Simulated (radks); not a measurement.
Task: All-electron atom: the lead ion Pb3+ in [Xe] 4f14 5d9.5 6s1.5 (fractional occupations, a model configuration). Calculated with a radial shooting solver on a logarithmic mesh with Libxc functionals: Dirac Kohn-Sham, PBEsol, spin-unpolarised, spherical densities, point nucleus; open shells are shared between the two j in proportion to 2j + 1.

Spin-orbit splittings of the eigenvalues, e(l+1/2) - e(l-1/2), with zeta = 2 splitting/(2l+1) and mean radii in bohr:

| shell | occ. | splitting (eV) | zeta (eV) | <r> j=l-1/2 | <r> j=l+1/2 |
|---|---|---|---|---|---|
| 2p | 6 | 2189 | 1459 | 0.05488 | 0.06380 |
| 3p | 6 | 488.3 | 325.5 | 0.1645 | 0.1807 |
| 3d | 10 | 103.9 | 41.57 | 0.1570 | 0.1619 |
| 4p | 6 | 119.6 | 79.76 | 0.3854 | 0.4200 |
| 4d | 10 | 22.33 | 8.931 | 0.4246 | 0.4357 |
| 4f | 14 | 5.035 | 1.438 | 0.4507 | 0.4570 |
| 5p | 6 | ? | ? | 0.9103 | 1.001 |
| 5d | 9.5 | 2.725 | 1.090 | 1.243 | 1.283 |

Estimate the 5p splitting.

Result: 22.57 eV (zeta = 15.05 eV).
